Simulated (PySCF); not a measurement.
**Cu: electron affinity**

Cu⁻ [Ar] 3d10 4s2 (1S) → Cu [Ar] 3d10 4s1 (2S), as a difference of total energies. Computed with PySCF 2.14 in aug-cc-pVDZ-PP with ECP10MDF (5s5p4d2f, 54 functions), with scalar relativity through the core potential. Correlated levels: valence: 3s2 3p6 frozen. The calculations carry no spin-orbit coupling.

```json
{"method": "UHF", "electron affinity (eV)": "-0.006", "error (eV)": "-1.242"}
{"method": "LDA", "electron affinity (eV)": "1.583", "error (eV)": "+0.347"}
{"method": "PBE", "electron affinity (eV)": "1.350", "error (eV)": "+0.114"}
{"method": "PBE0", "electron affinity (eV)": "1.063", "error (eV)": "-0.173"}
{"method": "r2SCAN", "electron affinity (eV)": "1.226", "error (eV)": "-0.010"}
{"method": "BLYP", "electron affinity (eV)": "1.393", "error (eV)": "+0.157"}
{"method": "wB97M-V", "electron affinity (eV)": "1.070", "error (eV)": "-0.166"}
{"method": "revPBE", "electron affinity (eV)": "1.259", "error (eV)": "+0.023"}
{"method": "LC-wPBE", "electron affinity (eV)": "0.811", "error (eV)": "-0.425"}
{"method": "MP2 (valence)", "electron affinity (eV)": "0.810", "error (eV)": "-0.426"}
{"method": "SCS-MP2 (valence)", "electron affinity (eV)": "0.851", "error (eV)": "-0.385"}
```

Reference: 1.236 eV (measured; photodetachment measurements, as compiled on the Wikipedia data page of electron affinities).

Errors of the correlated levels include the incompleteness of this basis and the frozen core.

A negative affinity means that the anion lies above the atom at that level of theory.

In the anion the highest occupied orbital energy is positive at LDA, PBE, PBE0, r2SCAN, BLYP, revPBE, a self-interaction effect; the basis confines that electron, and the energy difference can still be sensible.
